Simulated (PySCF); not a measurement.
Species: sum formula HSO3, net charge 0, doublet state. It need not be the lowest isomer of its formula. SMILES: O=[S](=O)O
Coordinates optimised at B3LYP-D3(BJ)/def2-TZVP (Ansatz):
```
S
O 1 1.4422
O 1 1.4506 2 122.82
O 1 1.6295 2 105.51 3 -124.03
H 4 0.9714 1 108.25 2 160.68
```
Charge 0, spin multiplicity 2.

Dispersion corrections to the total energy (kcal/mol) from the dftd3 and dftd4 libraries through PySCF: D3(BJ) without and D4 with the three-body term, each with the damping fitted for the functional named.

| functional | D3(BJ) | D4 |
|---|---|---|
| PW6B95 | -0.89 | (withheld) |
| BLYP | -4.11 | (withheld) |
| PBE | -1.87 | -2.04 |
| CAM-B3LYP | (withheld) | -1.67 |
| HF | -18.70 | -8.32 |
| r2SCAN | -0.47 | -0.46 |
| revPBE | -4.95 | -7.22 |

Problem. Complete the blanks.

Solution. 
- PW6B95, D4: -1.92
- BLYP, D4: -4.73
- CAM-B3LYP, D3(BJ): -1.39
